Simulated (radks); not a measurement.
Results of a calculation; reference values are marked as such.
Initial-state core-level shifts of neutral iron when its valence configuration changes from [Ar] 3d6 4s2. Level of theory: Dirac Kohn-Sham, BLYP, spin-unpolarised, spherical densities, finite nucleus; open shells fill j = l - 1/2 first; Fermi nuclear charge, rms radius 3.7377 fm (a radial shooting solver on a logarithmic mesh with Libxc functionals). Shifts are changes of the shell-averaged eigenvalues in eV (positive: less bound); the change of the density at the nucleus, which sets a Mossbauer isomer shift, is in e/bohr^3, on a base of 1.511e+04.

| valence | 1s | 2s | 2p | 3p | density at nucleus |
|---|---|---|---|---|---|
| 3d5.5 4s2 4p0.5 | -3.726 | -4.080 | -4.045 | -3.585 | +2.525 |
| 3d6 4s1.5 4p0.5 | -0.905 | -0.860 | -0.862 | -0.899 | -2.573 |
| 3d6 4s1 4p1 | -1.722 | -1.634 | -1.639 | -1.711 | -5.433 |
| 3d8 | +6.852 | +7.809 | +7.713 | +6.948 | -13.318 |
| 3d5 4s2 4p1 | -7.739 | -8.528 | -8.452 | -7.350 | +5.324 |
| 3d6 4p2 | -3.188 | -3.020 | -3.029 | -3.169 | -11.891 |
| 3d4 4s2 4p2 | -16.588 | -18.467 | -18.293 | -15.346 | +11.670 |
| 3d7 4s1 | +4.360 | +4.945 | +4.888 | +4.326 | -7.933 |
| 3d6 4s0.5 4p1.5 | -2.478 | -2.349 | -2.356 | -2.463 | -8.549 |
